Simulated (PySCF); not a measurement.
Si(OH)2(OMe)(nPr), C4H12O3Si, SMILES O[Si](O)(CCC)OC (GFN2-xTB optimised geometry):

```
20

C     -2.746     0.777    -0.034
C     -1.577     1.474     0.649
C     -0.235     1.139     0.000
Si     0.200    -0.708     0.000
O     -0.313    -1.529    -1.308
O     -0.462    -1.513     1.268
O      1.824    -0.708     0.000
C      2.673    -1.782    -0.301
H     -2.681    -0.298     0.110
H     -3.692     1.122     0.378
H     -2.739     0.986    -1.102
H     -1.734     2.555     0.610
H     -1.557     1.184     1.702
H     -0.248     1.505    -1.027
H      0.549     1.699     0.510
H     -1.229    -1.787    -1.372
H     -0.250    -1.246     2.158
H      3.692    -1.399    -0.342
H      2.602    -2.555     0.467
H      2.404    -2.220    -1.264
```

Level of theory: PBE0/def2-SVP in PySCF.

Task: What are the frontier orbital energies and the dipole moment?

Result: HOMO-2 -8.58 eV, HOMO-1 -8.08 eV, HOMO -7.88 eV, LUMO 1.18 eV, LUMO+1 2.02 eV; dipole moment 1.14 D.

On the same geometry PBE/def2-SVP (PySCF) gives HOMO-2 -6.88 eV, HOMO-1 -6.49 eV, HOMO -6.29 eV, LUMO 0.27 eV, LUMO+1 1.07 eV; dipole moment 1.11 D.

Meta-Löwdin charges at PBE0/def2-SVP: C1 -0.30, C2 -0.15, C3 -0.45, Si4 1.38, O5 -0.72, O6 -0.72, O7 -0.61, C8 -0.07, H9 0.09, H10 0.10, H11 0.09, H12 0.09, H13 0.08, H14 0.11, H15 0.11, H16 0.34, H17 0.33, H18 0.11, H19 0.09, H20 0.10.
